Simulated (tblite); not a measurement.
Species: C6H12GeO2.
Numbering: `[GeH3:1][O:2][CH2:3][C@H:4]1[CH2:5][CH:6]=[CH:7][CH2:8][O:9]1` (hydrogens: H10, H11, H12 on Ge1; H13, H14 on C3; H15 on C4; H16, H17 on C5; H18 on C6; H19 on C7; H20, H21 on C8)

Computed with GFN2-xTB (tblite), gas phase: L-BFGS steps from a force-field or distance-geometry start until the largest atomic force falls under 0.01 eV/Å.

Step 146: E = -789.9023 eV
```
atom  x, y, z in Å  |  force x, y, z in eV/Å
Ge1     2.1642   -1.0294    0.7812   -0.007   0.031   0.001
O2      2.2600    0.3491   -0.3175   -0.008  -0.011   0.007
C3      1.3893    1.4370   -0.2903    0.043  -0.001  -0.008
C4     -0.0738    1.0190   -0.1356    0.015  -0.002  -0.014
C5     -0.5365    0.1488   -1.3052   -0.004  -0.013  -0.049
C6     -1.7261   -0.6766   -0.9283    0.037   0.033  -0.057
C7     -2.1283   -0.8041    0.3242    0.009  -0.024   0.030
C8     -1.4059   -0.1269    1.4490   -0.037   0.010   0.007
O9     -0.1165    0.3107    1.0875    0.009   0.004  -0.048
H10     2.0875   -0.5995    2.2099    0.008  -0.024   0.021
H11     1.0890   -1.9981    0.3824   -0.029  -0.018   0.033
H12     3.4966   -1.6338    0.4578    0.052   0.013  -0.010
H13     1.6429    2.0997    0.5452   -0.008   0.018   0.024
H14     1.5212    1.9895   -1.2266   -0.015   0.004  -0.035
H15    -0.7000    1.9244   -0.0691   -0.007  -0.033   0.058
H16     0.2858   -0.5176   -1.5944   -0.055   0.044  -0.002
H17    -0.7733    0.7804   -2.1678    0.039  -0.040   0.078
H18    -2.2350   -1.1769   -1.7386   -0.032  -0.026  -0.005
H19    -2.9852   -1.4008    0.5947   -0.018   0.022   0.018
H20    -1.2645   -0.8109    2.2912    0.013   0.001  -0.048
H21    -2.0003    0.7333    1.8048   -0.009   0.014  -0.002
```

Step 147: E = -789.9031 eV
```
atom  x, y, z in Å  |  force x, y, z in eV/Å
Ge1     2.1637   -1.0298    0.7839    0.007   0.027  -0.002
O2      2.2607    0.3478   -0.3153    0.004  -0.027  -0.006
C3      1.3910    1.4359   -0.2909    0.021  -0.007   0.002
C4     -0.0723    1.0187   -0.1369   -0.017  -0.005   0.018
C5     -0.5399    0.1521   -1.3067   -0.001   0.001  -0.022
C6     -1.7269   -0.6756   -0.9294    0.030   0.007  -0.032
C7     -2.1277   -0.8056    0.3235    0.019  -0.011   0.011
C8     -1.4065   -0.1265    1.4475   -0.021   0.010   0.004
O9     -0.1165    0.3088    1.0851    0.023   0.006  -0.031
H10     2.0919   -0.5969    2.2115    0.003  -0.023   0.031
H11     1.0881   -1.9993    0.3899   -0.033  -0.018   0.027
H12     3.4957   -1.6364    0.4603    0.046   0.017  -0.010
H13     1.6431    2.0991    0.5442   -0.004   0.026   0.026
H14     1.5223    1.9867   -1.2277   -0.005   0.014  -0.047
H15    -0.6983    1.9235   -0.0657   -0.007  -0.014   0.046
H16     0.2801   -0.5106   -1.6034   -0.008  -0.001  -0.006
H17    -0.7794    0.7862   -2.1642    0.016  -0.002   0.026
H18    -2.2320   -1.1804   -1.7390   -0.040  -0.021  -0.010
H19    -2.9814   -1.4050    0.5956   -0.037   0.009   0.015
H20    -1.2636   -0.8097    2.2897    0.005  -0.001  -0.038
H21    -2.0011    0.7341    1.8023    0.000   0.012  -0.002
```

**Question.** Estimate the geometry and energy of step 148. (The exact step hangs on the optimiser's Hessian estimate; all steps are aligned on step 147, rigid shifts and turns removed.)

**Answer.** E = -789.9038 eV, largest force 0.043 eV/Å
```
atom  x, y, z in Å  |  force x, y, z in eV/Å
Ge1     2.1648   -1.0284    0.7835    0.019   0.011   0.018
O2      2.2626    0.3495   -0.3136    0.013  -0.027  -0.020
C3      1.3920    1.4360   -0.2905   -0.007   0.005   0.004
C4     -0.0712    1.0170   -0.1376   -0.023  -0.009   0.020
C5     -0.5404    0.1508   -1.3074    0.000   0.002  -0.008
C6     -1.7292   -0.6748   -0.9301    0.012  -0.011  -0.012
C7     -2.1299   -0.8044    0.3234    0.019   0.006  -0.011
C8     -1.4068   -0.1260    1.4468   -0.008   0.004  -0.016
O9     -0.1157    0.3048    1.0823    0.024   0.007  -0.002
H10     2.0903   -0.5981    2.2127    0.005  -0.024   0.020
H11     1.0902   -1.9987    0.3885   -0.029  -0.020   0.025
H12     3.4994   -1.6322    0.4614    0.033   0.019  -0.008
H13     1.6424    2.0996    0.5454   -0.008   0.023   0.015
H14     1.5219    1.9874   -1.2274    0.002   0.010  -0.041
H15    -0.6981    1.9204   -0.0619   -0.012   0.000   0.027
H16     0.2779   -0.5130   -1.6039    0.010  -0.018  -0.004
H17    -0.7768    0.7836   -2.1655    0.000   0.021   0.007
H18    -2.2354   -1.1808   -1.7391   -0.027  -0.005   0.003
H19    -2.9855   -1.4009    0.5969   -0.029   0.009   0.007
H20    -1.2626   -0.8103    2.2870   -0.002  -0.012  -0.015
H21    -1.9991    0.7357    1.8035    0.007   0.009  -0.008
```

The energy changes by -0.0007 eV. The first-order estimate −F·Δx gives -0.0010 eV and the mean of the old and new forces, exact on a quadratic surface, -0.0007 eV. The step makes an angle of 67° with the force vector and moves no atom by more than 0.006 Å.

The cost below is that of the whole relaxation. Time: 2.7 s of wall time. Hardware: Intel Xeon at 2.70 GHz, one thread (shared host).
